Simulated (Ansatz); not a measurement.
Geometry optimisation, RKS PBE/def2-SVP in Ansatz 0.2.0.

Input:

```yaml
crystal:
  periodic: [false, false, false]
  atoms:
    - { symbol: W, position_ang: [0.0, 0.0, 0.0] }
    - { symbol: F, position_ang: [0.0, 0.0, 2.2] }
    - { symbol: F, position_ang: [1.85, 0.0, 0.0] }
    - { symbol: O, position_ang: [0.0, 1.94, 0.0] }
    - { symbol: H, position_ang: [-0.6343, 2.2771, -0.71] }
    - { symbol: F, position_ang: [-1.85, 0.0, 0.0] }
    - { symbol: F, position_ang: [0.0, -1.85, 0.0] }
    - { symbol: F, position_ang: [0.0, 0.0, -1.85] }
    - { symbol: O, position_ang: [1.4721, 1.5335, 0.7063] }
    - { symbol: Al, position_ang: [2.9226, 1.1852, 1.6775] }
    - { symbol: H, position_ang: [3.4691, -0.2732, 1.7677] }
    - { symbol: H, position_ang: [3.6472, 2.3382, 2.4384] }
    - { symbol: H, position_ang: [0.8771, 0.9137, 1.8599] }
basis:
  gaussian: { orbitals: def2-SVP }
hamiltonian:
  xc: pbe
relax:
  f_tol: 0.15
  max_steps: 25
  restrain:
    - { distance: [0, 8], at: 1.94, k: 30.0 }
    - { distance: [12, 1], at: 0.92, k: 30.0 }
    - { distance: [0, 1], at: 3.05, k: 30.0 }
    - { distance: [12, 8], at: 2.21, k: 30.0 }
```

Launched with:

```bash
$ ansatz run input.yaml --threads 4 --pin off --max-ram 5120MiB --backend cpu --events-out ev --progress --plain --runs-dir out
```

Question: Where does it end, and by what steps?

Answer: The run converged. The restraints hold the end off the free minimum; the threshold counts their pulls, which the force column leaves out. Restrained pairs: W1–O9 (2.24 → 1.87 Å), F2–H13 (1.31 → 0.97 Å), W1–F2 (2.20 → 3.09 Å), O9–H13 (1.44 → 2.23 Å). After 22 steps the energy has fallen by 9.632 eV (the restraints' own energy left out); F3 moved furthest, 1.89 Å. The start is strongly strained (largest force component 12 eV/Å), so its close contacts needn't be bonds.

```
step  energy less start (eV)  largest force component (eV/Å)  accepted
   0                  0.0000                          11.607       yes
   1                 -1.5322                           8.129       yes
   2                 -2.6092                           5.923       yes
   3                 -4.4774                           3.341       yes
   4                 -6.0537                           2.099       yes
   5                 -6.9853                           1.322       yes
   6                 -7.5230                           1.241       yes
   7                 -7.8385                           1.182       yes
   8                 -8.0630                           0.806       yes
   9                 -8.2202                           0.721       yes
  10                 -8.3537                           0.733       yes
  11                 -8.4417                           0.833       yes
  12                 -8.4953                           1.716       yes
  13                 -8.6171                           0.846       yes
  14                 -8.6995                           1.311       yes
  15                 -8.8873                           1.229       yes
  16                 -9.1188                           1.356       yes
  17                 -9.2876                           1.313       yes
  18                 -9.3950                           1.975       yes
  19                 -9.5979                           2.126       yes
  20                 -9.6151                           2.102       yes
  21                 -9.6284                           2.024       yes
  22                 -9.6316                           2.101       yes
```

```xyz
13
Properties=species:S:1:pos:R:3
W 0.444 0.419 -0.415
F 0.912 0.019 2.614
F 1.510 -0.064 -1.863
O -0.058 2.058 -1.168
H -0.818 2.336 -1.717
F -0.724 0.766 1.162
F 0.614 -1.329 0.268
F -1.158 -0.252 -1.186
O 1.809 1.113 0.662
Al 2.624 0.821 2.273
H 3.669 -0.377 2.220
H 2.711 2.128 3.175
H 0.217 0.426 2.066
```

Run time: 64 s on 4 threads of Arm Neoverse V2, on a shared host, peak memory 0.28 GiB.
